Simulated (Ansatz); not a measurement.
Program: Ansatz. Geometries: PBE0-D4/def2-TZVP. ΔE: electronic, gas phase. CCSD(T)/CBS adds triple-zeta CCSD(T) − MP2 to the extrapolated MP2 energy (def2 sets, frozen cores). DFT in def2-TZVPP. One conformer a species, not always the lowest.

`CC(C)[Si](F)(F)C(C)C` → `CC(C)[SiH](F)F` + propene  (β-hydride elimination)

| species | LDA (SPW92) energy (Eh) |
| --- | --- |
| `CC(C)[Si](F)(F)C(C)C` | -721.92001 |
| `CC(C)[SiH](F)F` | -605.04050 |
| `C=CC` | -116.81382 |

Problem. Work out ΔE.

Solution. ΔE = (-605.04050) + (-116.81382) − (-721.92001) = 0.06569 Eh = +172.5 kJ/mol. CCSD(T)/CBS gives +136.5 kJ/mol.

Largest T1 diagnostic among the species: 0.011.

From PBE to PBE0 (25 % exact exchange), in def2-TZVPP and without D4, ΔE moves by +11.9 kJ/mol. The D4 term adds +26.8 kJ/mol with B3LYP and +15.5 kJ/mol with PBE0; it sums over pairs of atoms, weighted by their polarisabilities, and B3LYP, whose exchange is more repulsive, gets the larger term. Leaving LDA and LC-ωPBE aside and taking each functional with its dispersion term where it has one, the values, not all of them listed here, spread over 33.2 kJ/mol, from B2PLYP to PBE0-D4. LDA lies +48.0 kJ/mol from PBE without D4.

B3LYP here is the variant with VWN-RPA as its local correlation; programs differ in this.
